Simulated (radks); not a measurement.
Excited configurations of the lanthanum ion La3+: one electron is placed in a higher orbital outside [Kr] 4d10 5s2 5p5. The ground configuration is [Xe]. All-electron calculation, Dirac Kohn-Sham, LDA (Slater exchange, Perdew-Wang correlation), spin-unpolarised, spherical densities, finite nucleus; open shells are shared between the two j in proportion to 2j + 1; Fermi nuclear charge, rms radius 4.855 fm. Program: a radial shooting solver on a logarithmic mesh with Libxc functionals. Excitation = E - E(ground); binding = E(ion) - E, where the ion is the core of charge +4; n* = 4/sqrt(2 binding) in atomic units, and the quantum defect is n - n*. Eigenvalue and <r> are those of j = l + 1/2.

4f: excitation (eV) 18.434; binding (eV) 32.647; n* 2.582; eigenvalue (eV) -24.227; <r> (bohr) 1.202
5d: excitation (eV) 21.731; binding (eV) 29.350; n* 2.723; eigenvalue (eV) -24.527; <r> (bohr) 2.348
5f: excitation (eV) 37.031; binding (eV) 14.051; n* 3.936; eigenvalue (eV) -11.747; <r> (bohr) 4.281
6s: excitation (eV) 25.394; binding (eV) 25.687; n* 2.911; eigenvalue (eV) -22.626; <r> (bohr) 3.326
6d: excitation (eV) 36.321; binding (eV) 14.761; n* 3.840; eigenvalue (eV) -12.881; <r> (bohr) 5.018
6f: excitation (eV) 41.884; binding (eV) 9.197; n* 4.865; eigenvalue (eV) -7.983; <r> (bohr) 7.545
7s: excitation (eV) 36.911; binding (eV) 14.170; n* 3.920; eigenvalue (eV) -12.643; <r> (bohr) 5.937
7p: excitation (eV) 38.871; binding (eV) 12.210; n* 4.222; eigenvalue (eV) -10.771; <r> (bohr) 6.694
7d: excitation (eV) 41.753; binding (eV) 9.328; n* 4.831; eigenvalue (eV) -8.250; <r> (bohr) 8.283
7f: excitation (eV) 44.653; binding (eV) 6.428; n* 5.819; eigenvalue (eV) -5.682; <r> (bohr) 11.51

The Delta-SCF ionisation energy is 51.081 eV (NIST Atomic Spectra Database: 50.0 eV, semi-empirical). Self-interaction in the functional shifts the binding energies and quantum defects, so they are the method's values and not measured ones. Spin polarisation and multiplet splitting are left out, so open shells lie too high by an amount that depends on their filling. Sharing an open shell by 2j + 1 raises it above the true ground level by a part of the spin-orbit splitting, which enters the differences from NIST.

Beside tabulated values, note that spin-unpolarised runs miss the spin-polarisation part of the exchange energy of open shells.
